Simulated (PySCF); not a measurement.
PySCF job for BClFI, SMILES FB(Cl)I, TDDFT-PBE0/def2-SVPD. Coordinates come from a PBE0-D3(BJ)/def2-SVP optimisation. The def2 effective core potentials stand for the cores of I; spin–orbit coupling is left out.

```python
import numpy as np
from pyscf import gto, scf, dft, tdscf

mol = gto.M(
    atom='''
    B    -0.45323100    1.00252526    0.00000000
    Cl    0.73018828    2.27930076    0.00000000
    F    -1.72606207    1.31148757    0.00000000
    I     0.10165119   -1.04837976    0.00000000
    ''',
    basis='def2-SVPD',
    ecp={'I': 'def2-svp'},
    charge=0,
    spin=0,
    symmetry=True,
    max_memory=1600,
    verbose=4,
)
mf = dft.RKS(mol, xc='pbe0').density_fit(auxbasis='def2-universal-jkfit')
mf.grids.level = 3
mf.conv_tol = 1e-9
mf.max_cycle = 100
mf.kernel()
mf.grids = dft.Grids(mol).set(level=1).build(with_non0tab=True)  # coarser grid for the response kernel
td = tdscf.TDDFT(mf)
td.singlet = True
td.nstates = 10
td.conv_tol = 1e-4
td.kernel(x0=td.get_init_guess(mf, 15))
td.analyze()
tt = tdscf.TDA(mf)
tt.singlet = False
tt.nstates = 4
tt.conv_tol = 1e-4
tt.kernel(x0=tt.get_init_guess(mf, 9))
tt.analyze(verbose=3)
```

It prints:

```
PySCF version 2.14.0

[INPUT] verbose = 4
[INPUT] num. atoms = 4
[INPUT] num. electrons = 56
[INPUT] charge = 0
[INPUT] spin (= nelec alpha-beta = 2S) = 0
[INPUT] symmetry True subgroup None
[INPUT] Mole.unit = angstrom
[INPUT] Symbol           X                Y                Z      unit          X                Y                Z       unit  Magmom
[INPUT]  1 B     -0.453231000000   1.002525260000   0.000000000000 AA   -0.856482461163   1.894498174358   0.000000000000 Bohr   0.0
[INPUT]  2 Cl     0.730188280000   2.279300760000   0.000000000000 AA    1.379855868567   4.307254191913   0.000000000000 Bohr   0.0
[INPUT]  3 F     -1.726062070000   1.311487570000   0.000000000000 AA   -3.261784586300   2.478352323071   0.000000000000 Bohr   0.0
[INPUT]  4 I      0.101651190000  -1.048379760000   0.000000000000 AA    0.192092909336  -1.981150620937   0.000000000000 Bohr   0.0

nuclear repulsion = 212.119193034552
point group symmetry = Cs
symmetry origin: [4.49934790e-09 1.57477164e-09 0.00000000e+00]
symmetry axis x: [ 1.00000000e+00 -6.76731725e-10  0.00000000e+00]
symmetry axis y: [6.76731725e-10 1.00000000e+00 0.00000000e+00]
symmetry axis z: [0. 0. 1.]
num. orbitals of irrep A' = 73
num. orbitals of irrep A" = 32
number of shells = 41
number of NR pGTOs = 178
number of NR cGTOs = 105
basis = def2-SVPD
ecp = {'I': 'def2-svp'}


[settings echo left out]
init E= -850.983546343434
HOMO (A') = -0.668498881257181  LUMO (A') = -0.615866247523166  gap/eV = 1.43221
cycle= 1 E= -880.214625752297  delta_E= -29.2  |g|= 3.16  |ddm|=   11
HOMO (A') = -0.0614158939301555  LUMO (A') = -0.0241620202932108  gap/eV = 1.01373
cycle= 2 E= -874.248514738474  delta_E= 5.97  |g|= 4.09  |ddm|= 12.3
HOMO (A') = -0.151374823382959  LUMO (A') = -0.109586802291689  gap/eV = 1.13711
cycle= 3 E= -881.119457654245  delta_E= -6.87  |g|= 1.65  |ddm|= 8.39
HOMO (A') = -0.313236045669441  LUMO (A") = -0.10872016820702  gap/eV = 5.56516
cycle= 4 E= -882.148713660887  delta_E= -1.03  |g|= 0.529  |ddm|= 2.99
HOMO (A') = -0.258593078930147  LUMO (A") = -0.0726075638612169  gap/eV = 5.06092
cycle= 5 E= -882.202510569573  delta_E= -0.0538  |g|= 0.271  |ddm|= 1.08
HOMO (A') = -0.289097615318852  LUMO (A") = -0.0405703179228025  gap/eV = 6.76277
cycle= 6 E= -882.220450603848  delta_E= -0.0179  |g|= 0.125  |ddm|= 0.54
HOMO (A') = -0.298016430514565  LUMO (A") = -0.0586640521070061  gap/eV = 6.51311
cycle= 7 E= -882.2253387462  delta_E= -0.00489  |g|= 0.0168  |ddm|= 0.207
HOMO (A') = -0.296553483534957  LUMO (A") = -0.05670403634943  gap/eV = 6.52664
cycle= 8 E= -882.225421472425  delta_E= -8.27e-05  |g|= 0.00483  |ddm|= 0.0303
HOMO (A') = -0.295981335339313  LUMO (A") = -0.0566127209558784  gap/eV = 6.51355
cycle= 9 E= -882.225428139435  delta_E= -6.67e-06  |g|= 0.00143  |ddm|= 0.00741
HOMO (A') = -0.295934179847713  LUMO (A") = -0.0566496657496183  gap/eV = 6.51126
cycle= 10 E= -882.225428563925  delta_E= -4.24e-07  |g|= 0.000717  |ddm|= 0.00182
HOMO (A') = -0.295935552008451  LUMO (A") = -0.0566528589608364  gap/eV = 6.51121
cycle= 11 E= -882.225428650469  delta_E= -8.65e-08  |g|= 0.000133  |ddm|= 0.000699
HOMO (A') = -0.295940880868926  LUMO (A") = -0.0566642587877269  gap/eV = 6.51105
cycle= 12 E= -882.225428655423  delta_E= -4.95e-09  |g|= 3.59e-05  |ddm|= 0.000252
HOMO (A') = -0.295940428354321  LUMO (A") = -0.0566612538859355  gap/eV = 6.51112
cycle= 13 E= -882.225428655827  delta_E= -4.04e-10  |g|= 6.36e-06  |ddm|= 6.59e-05
HOMO (A') = -0.295939189371801  LUMO (A") = -0.0566617397358273  gap/eV = 6.51107
Extra cycle  E= -882.225428655832  delta_E= -4.77e-12  |g|= 6.35e-06  |ddm|= 2.39e-05
converged SCF energy = -882.225428655832
tot grids = 24824


******** <class 'pyscf.tdscf.rks.TDDFT'> for <class 'pyscf.df.df_jk.DFSymAdaptedRKS'> ********
nstates = 10 singlet
deg_eia_thresh = 1.000e-03
wfnsym = None
conv_tol = 0.0001
eigh lindep = 1e-12
eigh level_shift = 0
eigh max_cycle = 100


Excitation energies (eV)
[5.04774955 5.80978831 6.28073927 6.52999593 6.65470039 7.22396224
 7.42185972 7.57845668 7.92121266 7.98203128]

** Singlet excitation energies and oscillator strengths **
Excited State   1:   A"      5.04775 eV    245.62 nm  f=0.0000
      28 -> 29        0.70662
Excited State   2:   A'      5.80979 eV    213.41 nm  f=0.1113
      27 -> 29        0.68541
Excited State   3:   A'      6.28074 eV    197.40 nm  f=0.0196
      28 -> 30       -0.69123
Excited State   4:   A"      6.53000 eV    189.87 nm  f=0.0079
      27 -> 30       -0.69453
Excited State   5:   A"      6.65470 eV    186.31 nm  f=0.0012
      26 -> 29        0.70286
Excited State   6:   A'      7.22396 eV    171.63 nm  f=0.0661
      28 -> 30        0.10165
      28 -> 31        0.68583
      28 -> 32       -0.10391
Excited State   7:   A"      7.42186 eV    167.05 nm  f=0.0037
      24 -> 29        0.67362
      27 -> 31        0.19475
Excited State   8:   A"      7.57846 eV    163.60 nm  f=0.0849
      24 -> 29       -0.19311
      27 -> 31        0.65691
      27 -> 32       -0.10126
Excited State   9:   A'      7.92121 eV    156.52 nm  f=0.0848
      25 -> 29       -0.68249
Excited State  10:   A'      7.98203 eV    155.33 nm  f=0.0437
      28 -> 31       -0.10188
      28 -> 32       -0.68135

** Transition electric dipole moments (AU) **
state          X           Y           Z        Dip. S.      Osc.
  1        -0.0000      0.0000      0.0066      0.0000      0.0000
  2         0.0848     -0.8801     -0.0000      0.7817      0.1113
  3        -0.1747     -0.3109     -0.0000      0.1272      0.0196
  4        -0.0000     -0.0000     -0.2228      0.0496      0.0079
  5         0.0000      0.0000     -0.0850      0.0072      0.0012
  6         0.6042      0.0931      0.0000      0.3737      0.0661
  7         0.0000      0.0000      0.1429      0.0204      0.0037
  8         0.0000     -0.0000      0.6761      0.4572      0.0849
  9        -0.4007     -0.5259     -0.0000      0.4372      0.0848
 10         0.4723     -0.0241     -0.0000      0.2237      0.0437

WARN: ECP detected. Skipping calculation of transition velocity and magnetic dipole moments, which have not yet been implemented.



******** <class 'pyscf.tdscf.rks.TDA'> for <class 'pyscf.df.df_jk.DFSymAdaptedRKS'> ********
nstates = 4 triplet
deg_eia_thresh = 1.000e-03
wfnsym = None
conv_tol = 0.0001
eigh lindep = 1e-12
eigh level_shift = 0
eigh max_cycle = 100


Excitation energies (eV)
[4.9076641  4.95837189 5.69575417 5.93241193]

** Triplet excitation energies and oscillator strengths **
Excited State   1:   A"      4.90766 eV    252.63 nm  f=0.0000
Excited State   2:   A'      4.95837 eV    250.05 nm  f=0.0000
Excited State   3:   A'      5.69575 eV    217.68 nm  f=0.0000
Excited State   4:   A"      5.93241 eV    208.99 nm  f=0.0000
```

Self-consistency was reached.

Cost: about 60 core-seconds (a rough figure).
